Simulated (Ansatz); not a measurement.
One change: `F[Si](F)(F)I` becomes `[OH][GaH][Si](F)(F)F`.

Ansatz, PBE0-D4/def2-TZVP geometries, multiplicity 1. Each molecule was computed in one conformer, which needn't be the lowest.

Elements past krypton have def2 core potentials. Scalar relativity is left out up to krypton. Spin–orbit coupling is left out; it splits and shifts lone-pair levels of the heavy atoms by tenths of an eV.

| property | `F[Si](F)(F)I` |
| --- | --- |
| zero-point energy (PBE0-D4/def2-TZVP) / kJ/mol | 27.3 |
| LUMO energy (PBE0/def2-TZVPP) / eV | -0.74 |
| HOMO energy (ωB97M-V/def2-TZVPP) / eV | -10.75 |
| LUMO energy (B3LYP/def2-TZVPP) / eV | -1.01 |
| HOMO energy (PBE0/def2-TZVPP) / eV | -8.61 |
| HOMO–LUMO gap (PBE/def2-TZVPP) / eV | 5.74 |

**Question.** Give the same properties after the change, and the shifts. (Best estimate.)

**Answer.** Ansatz gave: 
| property | `[OH][GaH][Si](F)(F)F` | shift |
| --- | --- | --- |
| zero-point energy (PBE0-D4/def2-TZVP) / kJ/mol | 80.3 | 53.0 |
| LUMO energy (PBE0/def2-TZVPP) / eV | -2.18 | -1.44 |
| HOMO energy (ωB97M-V/def2-TZVPP) / eV | -10.67 | 0.08 |
| LUMO energy (B3LYP/def2-TZVPP) / eV | -2.43 | -1.42 |
| HOMO energy (PBE0/def2-TZVPP) / eV | -8.56 | 0.05 |
| HOMO–LUMO gap (PBE/def2-TZVPP) / eV | 4.31 | -1.43 |

With PBE0 the HOMO rises by 0.05 eV and the LUMO falls by 1.44 eV, so the gap narrows by about 1.49 eV. PBE moves the HOMO by 0.17 eV and ωB97M-V by 0.08 eV. The zero-point energy changes by 53.0 kJ/mol with +9 modes.

B3LYP here is the variant with VWN-RPA as its local correlation; programs differ in this.
